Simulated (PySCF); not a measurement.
Ionisation energy of Mo by level of theory

Mo [Kr] 4d5 5s1 (7S) → Mo⁺ [Kr] 4d5 (6S), as a difference of total energies. Calculation: PySCF 2.14, in ANO-RCC-VTZP; the spin-free X2C one-electron Hamiltonian (Gaussian nucleus). Correlated levels: valence: [Kr] frozen; valence and next inner shell: [Ar] 3d10 frozen. The calculations carry no spin-orbit coupling.

| method | ionisation energy (eV) |
| --- | --- |
| UHF | 6.264 |
| PBE | 7.463 |
| PBE0 | 7.205 |
| r2SCAN | 7.486 |
| LC-wPBE | 6.823 |
| r2SCANh | 7.403 |
| B2PLYP | 6.933 |
| MP2 (valence) | 6.798 |
| SCS-MP2 (valence) | 6.442 |
| MP2 (valence and next inner shell) | 7.099 |

Task: Estimate what LDA gives.

Result: 7.751 eV, closest to r2SCAN among the rows shown.

Task: Estimate what SCS-MP2 (valence and next inner shell) gives.

Result: 6.715 eV, closest to MP2 (valence) among the rows shown.

Errors of the correlated levels include the incompleteness of this basis and the frozen core.

For comparison: 7.092 eV (measured; NIST Atomic Spectra Database, ionization energies).
